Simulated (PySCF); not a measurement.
Compound: C₅H₁₀N₂OSi.
Geometry (PBE0-D3(BJ)/def2-SVP, Å), atoms numbered from 1 in this order:
```xyz
19
C5H10N2OSi angstrom
C     -0.8933   -1.5825   -1.7379
N     -0.7470   -0.3577   -1.4658
Si    -1.0926    0.3590    0.0984
C     -2.3536    1.7083   -0.0921
O      0.3329    1.0648    0.6227
C      1.6344    0.7613    0.2371
C      2.2570   -0.3271    1.1170
C      1.6107   -1.6223    0.9501
N      1.0720   -2.6328    0.7814
H     -1.2470   -2.3501   -1.0178
H     -0.6526   -1.9653   -2.7485
H     -1.5419   -0.6628    1.0959
H     -2.5294    2.2128    0.8703
H     -3.3120    1.2953   -0.4434
H     -2.0065    2.4551   -0.8217
H      1.6802    0.4518   -0.8225
H      2.2499    1.6696    0.3461
H      2.1827   -0.0303    2.1752
H      3.3275   -0.4372    0.8786
```

The calculation used PySCF 2.14.0, PBE0-D3(BJ)/def2-SVP geometry optimisation, gas phase.

Take the most abundant isotopes and a rigid rotor. The values belong to one conformer with, in the numbering `[CH2:1]=[N:2][Si@H:3]([CH3:4])[O:5][CH2:6][CH2:7][C:8]#[N:9]`, C1–N2–Si3–C4 -122°, N2–Si3–O5–C6 -23°, Si3–O5–C6–C7 -90°, O5–C6–C7–C8 67°.

(1) What are A, B and C (cm⁻¹)?

(2) Classify the top.

(3) What does the inertial defect say?

(4) Give the other two planar moments, Paa and Pbb, and the rms extents of the mass along the axes.

(5) Which lines would a microwave search look for?

(6) Estimate the classical rotational partition function at 25 K, 100 K and 200 K.

Results:

(1) Ia = 268.58, Ib = 469.69, Ic = 624.53 u·Å²; 505379 MHz·u·Å²/I gives 1882, 1076 and 809.2 MHz, that is A = 0.06277, B = 0.03589, C = 0.02699 cm⁻¹.

(2) An asymmetric top: κ = (2 × 1076 − 1882 − 809.2)/(1882 − 809.2) = -0.50.

(3) Not planar: Δ = Ic − Ia − Ib = -113.74 u·Å². For a rigid frame Δ = −2 Σ m c², so Σ m c² = 56.87 u·Å² lies off the ab plane: 13.72 from hydrogen and 43.15 from heavier atoms. The atom farthest from that plane is 1.76 Å away.

(4) Paa = Σ m a² = (Ib + Ic − Ia)/2 = 412.82 and Pbb = Σ m b² = (Ia + Ic − Ib)/2 = 211.71 u·Å². With the mass M = 142.06 u, the rms extents √(P/M) along a, b and c are 1.70, 1.22, 0.63 Å.

(5) The dipole components are |μa| = 0.03 D, |μb| = 1.70 D, |μc| = 1.07 D. The squared components, which scale the intensities, stand as 0.00 : 1.00 : 0.39 (a : b : c). Some lines, for components of 0.1 D or more:

| type | branch | J(Ka,Kc) | MHz | lower level (cm⁻¹) |
| --- | --- | --- | --- | --- |
| b | Q | 1(1,0) ← 1(0,1) | 1072 | 0.063 |
| b | Q | 4(2,3) ← 4(1,4) | 4232 | 0.612 |
| c | R | 2(1,1) ← 1(0,1) | 5110 | 0.063 |
| b | R | 4(1,3) ← 3(2,2) | 5881 | 0.503 |
| b | Q | 4(4,1) ← 4(3,2) | 6492 | 0.915 |
| b | R | 4(1,4) ← 3(0,3) | 7287 | 0.368 |
| c | Q | 5(5,1) ← 5(4,1) | 8329 | 1.450 |
| b | R | 3(3,0) ← 2(2,1) | 10390 | 0.314 |
| c | R | 5(2,4) ← 4(1,4) | 13534 | 0.612 |
| b | R | 5(3,3) ← 4(2,2) | 13698 | 0.777 |
| b | R | 5(4,2) ← 4(3,1) | 15991 | 0.917 |

(6) Point group C1, symmetry number σ = 1; q = (√π/σ)·√((kT/h)³/(ABC)), k/h = 20836.6 MHz/K: 16500 at 25 K, 132000 at 100 K, 373000 at 200 K.

Stationary, but not proved a minimum. These are rigid-rotor constants of the computed structure; measured ground-state constants (B0) also hold zero-point vibration. A rigid rotor knows nothing of internal rotation, which can split or shift real lines. Quadrupole hyperfine structure (14N) is left out.
